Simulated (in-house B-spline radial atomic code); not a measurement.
Inner levels of hafnium as electrons are removed. A shift is the extra binding of the orbital against the neutral atom ([Xe] 4f14 5d3/2(2) 6s2). The density at the nucleus is averaged over the nuclear charge. Computed with a B-spline radial code for spherical atoms: Dirac-Hartree-Fock, jj configuration that fills j = l - 1/2 first, finite nuclei.

A number in brackets counts the electrons of a j subshell.

```tsv
ion	configuration	shift of 1s1/2 (eV)	shift of 4d3/2 (eV)	shift of 3p3/2 (eV)	radius of 1s1/2 (bohr)	radius of 4d3/2 (bohr)	radius of 3p3/2 (bohr)	Σ<r²> (bohr²)	change of density at nucleus (bohr⁻³)
Hf	[Xe] 4f14 5d3/2(2) 6s2	0	0	0	0.018987	0.52963	0.21207	74.705	-
Hf+	[Xe] 4f14 5d3/2(1) 6s2	9.6055	9.6051	9.6333	0.018987	0.52979	0.21207	58.532	43.13
Hf2+	[Xe] 4f14 5d3/2(2)	14.958	14.901	14.873	0.018987	0.52956	0.21207	39.771	-89.08
Hf3+	[Xe] 4f14 5d3/2(1)	27.454	27.316	27.331	0.018987	0.52973	0.21207	33.361	-75.01
Hf4+	[Xe] 4f14	41.537	41.209	41.32	0.018987	0.52991	0.21207	28.572	-55.47
Hf5+	[Xe] 4f5/2(6) 4f7/2(7)	66.584	67.326	68.124	0.018987	0.52733	0.21206	26.45	30.95
Hf6+	[Kr] 4d10 4f5/2(6) 4f7/2(7) 5s2 5p1/2(2) 5p3/2(3)	86.73	86.594	87.331	0.018987	0.52711	0.21207	24.001	79.94
Hf7+	[Kr] 4d10 4f5/2(6) 4f7/2(7) 5s2 5p1/2(2) 5p3/2(2)	107.78	106.6	107.32	0.018987	0.52682	0.21207	21.744	132.04
Hf8+	[Kr] 4d10 4f5/2(6) 4f7/2(7) 5s2 5p1/2(2) 5p3/2(1)	129.7	127.3	128.06	0.018987	0.52645	0.21207	19.649	187.18
Hf9+	[Kr] 4d10 4f5/2(6) 4f7/2(7) 5s2 5p1/2(2)	152.48	148.67	149.52	0.018987	0.526	0.21207	17.694	245.32
Hf10+	[Kr] 4d10 4f5/2(6) 4f7/2(6) 5s2 5p1/2(2)	184.27	180.42	182.94	0.018987	0.52255	0.21206	16.573	358.42
Hf11+	[Kr] 4d10 4f5/2(6) 4f7/2(6) 5s2 5p1/2(1)	210.15	203.9	207.07	0.018986	0.52146	0.21204	14.983	382.89
Hf12+	[Kr] 4d10 4f5/2(6) 4f7/2(6) 5s2	236.9	228	231.92	0.018986	0.52031	0.21202	13.484	407.12
Hf13+	[Kr] 4d10 4f5/2(6) 4f7/2(5) 5s2	272.71	262.81	269.27	0.018986	0.51645	0.212	12.663	531.6
Hf14+	[Kr] 4d10 4f5/2(6) 4f7/2(5) 5s1	301.79	289.24	296.5	0.018986	0.51527	0.21198	11.416	-251.13
Hf15+	[Kr] 4d10 4f5/2(6) 4f7/2(5)	331.61	316.18	324.36	0.018986	0.51403	0.21196	10.225	-1084.72
Hf16+	[Kr] 4d10 4f5/2(6) 4f7/2(4)	371.08	353.71	365.31	0.018986	0.50988	0.21192	9.5913	-1032.79
Hf17+	[Kr] 4d10 4f5/2(6) 4f7/2(3)	412.19	392.41	407.96	0.018986	0.50561	0.21187	9.0092	-974.25
Hf18+	[Kr] 4d10 4f5/2(6) 4f7/2(2)	454.93	432.26	452.29	0.018986	0.50126	0.21182	8.4715	-909.06
Hf19+	[Kr] 4d10 4f5/2(6) 4f7/2(1)	499.25	473.21	498.25	0.018987	0.49686	0.21175	7.9724	-837.26
Hf20+	[Kr] 4d10 4f5/2(6)	545.14	515.23	545.79	0.018987	0.49241	0.21167	7.5076	-758.83
```
